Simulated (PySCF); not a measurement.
NaCa and its ions

ROHF-CCSD(T); PySCF, spin-free X2C with a Gaussian nucleus, basis sets Na x2c-SVPall, Ca x2c-SVPall. Neutral (ROHF): doublet (σ ↑), Re = 3.842 Å, ωe = 92.2 cm⁻¹, De = 0.18 eV.

NaCa⁺ (RHF): singlet (closed shell), Re = 3.680 Å, ωe = 131 cm⁻¹, De = 0.85 eV to Na⁺ + Ca. The energies at the minima are -841.66285 hartree for NaCa and -841.50774 for NaCa⁺.

Question: Work out the adiabatic ionisation energy, without and with harmonic zero-point energies (1 hartree = 27.2114 eV, 1 eV = 8065.5 cm⁻¹), and the change of the bond length.

Answer: At CCSD(T): 0.15511 hartree = 4.221 eV between the minima; the zero-point term (131.0 − 92.2)/2 cm⁻¹ = +0.002 eV makes it 4.223 eV. Re changes by -16.2 pm against the neutral. The electron leaves a σ orbital, and the shorter bond of the ion fits an antibonding orbital, or a change in how ionic the bond is.

Correlated steps freeze 6 core orbitals. Weak bonds: NaCa. Basis-set superposition, not corrected here, can be much of De in a small basis, most of all at correlated wavefunction levels. For an ion De counts to the pair picked by the measured ionisation energies or electron affinities, which need not be the lowest pair at this level. States were picked by a PBE0 search and need not be the measured ground states.
